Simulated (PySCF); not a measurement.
C$_{3}$H$_{9}$BO$_{3}$ (SMILES COB(OC)OC), singlet, at a GFN2-xTB geometry; DF-HF/pcseg-0 (PySCF).

Here is a job for PySCF.
```python
from pyscf import gto, scf

mol = gto.M(
    atom='''
B    -0.00227492   -0.00958623    0.00215028
O     0.84032955    0.90906200    0.55714382
C     0.78727063    2.26912165    0.18676269
H    -0.14876939    2.72141152    0.52248313
H     1.63093697    2.76393147    0.66838089
H     0.85704070    2.38012666   -0.89715821
O     0.07925083   -1.31832532    0.38407448
C     1.01318219   -1.73635226    1.35509872
H     0.76270884   -1.31788518    2.33262732
H     0.96568486   -2.82484417    1.39499728
H     2.02158757   -1.41486489    1.08753294
O    -0.91074400    0.38583612   -0.93020591
C    -1.80540290   -0.51232238   -1.55099325
H    -1.69823125   -1.51781701   -1.14459220
H    -2.82310458   -0.15245611   -1.38495399
H    -1.59746993   -0.52493561   -2.62337675
''',
    basis='pcseg-0',
    verbose=4,
)

mf = scf.RHF(mol)
mf = mf.density_fit(auxbasis='def2-universal-jkfit')
mf.kernel()
```

The log (banner, timings and long lists left out):

```
PySCF version 2.14.0

[INPUT] verbose = 4
[INPUT] num. atoms = 16
[INPUT] num. electrons = 56
[INPUT] charge = 0
[INPUT] spin (= nelec alpha-beta = 2S) = 0
[INPUT] symmetry False subgroup None
[INPUT] Mole.unit = angstrom
[INPUT] Symbol           X                Y                Z      unit          X                Y                Z       unit  Magmom
[INPUT]  1 B     -0.002274920000  -0.009586230000   0.002150280000 AA   -0.004298975755  -0.018115349267   0.004063440291 Bohr   0.0
[INPUT]  2 O      0.840329550000   0.909062000000   0.557143820000 AA    1.587992703879   1.717878210249   1.052849231794 Bohr   0.0
[INPUT]  3 C      0.787270630000   2.269121650000   0.186762690000 AA    1.487725876614   4.288018461821   0.352930334387 Bohr   0.0
[INPUT]  4 H     -0.148769390000   2.721411520000   0.522483130000 AA   -0.281133402819   5.142722445036   0.987350020406 Bohr   0.0
[INPUT]  5 H      1.630936970000   2.763931470000   0.668380890000 AA    3.082024199728   5.223073505367   1.263056828993 Bohr   0.0
[INPUT]  6 H      0.857040700000   2.380126660000  -0.897158210000 AA    1.619572200606   4.497787529176  -1.695383307305 Bohr   0.0
[INPUT]  7 O      0.079250830000  -1.318325320000   0.384074480000 AA    0.149762363844  -2.491273797880   0.725795578635 Bohr   0.0
[INPUT]  8 C      1.013182190000  -1.736352260000   1.355098720000 AA    1.914636853387  -3.281230227170   2.560765452549 Bohr   0.0
[INPUT]  9 H      0.762708840000  -1.317885180000   2.332627320000 AA    1.441310820385  -2.490442053823   4.408026785478 Bohr   0.0
[INPUT] 10 H      0.965684860000  -2.824844170000   1.394997280000 AA    1.824879908039  -5.338181825874   2.636162803713 Bohr   0.0
[INPUT] 11 H      2.021587570000  -1.414864890000   1.087532940000 AA    3.820246844125  -2.673707145363   2.055139408043 Bohr   0.0
[INPUT] 12 O     -0.910744000000   0.385836120000  -0.930205910000 AA   -1.721056729591   0.729124595765  -1.757834409352 Bohr   0.0
[INPUT] 13 C     -1.805402900000  -0.512322380000  -1.550993250000 AA   -3.411717025496  -0.968148985685  -2.930952463549 Bohr   0.0
[INPUT] 14 H     -1.698231250000  -1.517817010000  -1.144592200000 AA   -3.209191958678  -2.868258456106  -2.162965782313 Bohr   0.0
[INPUT] 15 H     -2.823104580000  -0.152456110000  -1.384953990000 AA   -5.334894477205  -0.288100293917  -2.617183736224 Bohr   0.0
[INPUT] 16 H     -1.597469930000  -0.524935610000  -2.623376750000 AA   -3.018780659928  -0.991984535931  -4.957463579052 Bohr   0.0

nuclear repulsion = 317.920905212917
number of shells = 23
number of NR pGTOs = 132
number of NR cGTOs = 81
basis = pcseg-0
ecp = {}

******** <class 'pyscf.df.df_jk.DFRHF'> ********
method = DFRHF
initial guess = minao
damping factor = 0
level_shift factor = 0
DIIS = <class 'pyscf.scf.diis.CDIIS'>
diis_start_cycle = 1
diis_space = 8
diis_damp = 0
SCF conv_tol = 1e-09
SCF conv_tol_grad = None
SCF max_cycles = 50
direct_scf = False
Set gradient conv threshold to 3.16228e-05
Initial guess from minao.
******** <class 'pyscf.df.df.DF'> ********
auxbasis = def2-universal-jkfit
init E= -368.385420100189
  HOMO = -0.361714510378091  LUMO = 0.107061609378682  gap/eV = 12.75605
cycle= 1 E= -367.065118127623  delta_E= 1.32  |g|= 0.683  |ddm|= 3.55
  HOMO = -0.415737175590222  LUMO = 0.195325473914829  gap/eV = 16.62786
cycle= 2 E= -367.1644099881  delta_E= -0.0993  |g|= 0.33  |ddm|= 0.775
  HOMO = -0.446542103598443  LUMO = 0.205103473105009  gap/eV = 17.73218
cycle= 3 E= -367.184015169484  delta_E= -0.0196  |g|= 0.0549  |ddm|= 0.253
  HOMO = -0.43704856131836  LUMO = 0.209106976740582  gap/eV = 17.58279
cycle= 4 E= -367.184873217068  delta_E= -0.000858  |g|= 0.00979  |ddm|= 0.0724
  HOMO = -0.439630709582577  LUMO = 0.208277102144024  gap/eV = 17.63047
cycle= 5 E= -367.184906069177  delta_E= -3.29e-05  |g|= 0.00248  |ddm|= 0.0147
  HOMO = -0.439583637196155  LUMO = 0.208315031146534  gap/eV = 17.63022
cycle= 6 E= -367.184908912744  delta_E= -2.84e-06  |g|= 0.00055  |ddm|= 0.00532
  HOMO = -0.43955110249793  LUMO = 0.208343970442858  gap/eV = 17.63012
cycle= 7 E= -367.184909098367  delta_E= -1.86e-07  |g|= 0.000117  |ddm|= 0.00154
  HOMO = -0.439568269224827  LUMO = 0.208339535208961  gap/eV = 17.63047
cycle= 8 E= -367.184909106038  delta_E= -7.67e-09  |g|= 4.01e-05  |ddm|= 0.000296
  HOMO = -0.439567227465612  LUMO = 0.208339626634691  gap/eV = 17.63044
cycle= 9 E= -367.184909106498  delta_E= -4.6e-10  |g|= 1.29e-05  |ddm|= 5.26e-05
  HOMO = -0.439565801976953  LUMO = 0.208339848108368  gap/eV = 17.63041
Extra cycle  E= -367.184909106551  delta_E= -5.22e-11  |g|= 6.88e-06  |ddm|= 2.11e-05
converged SCF energy = -367.184909106551
```
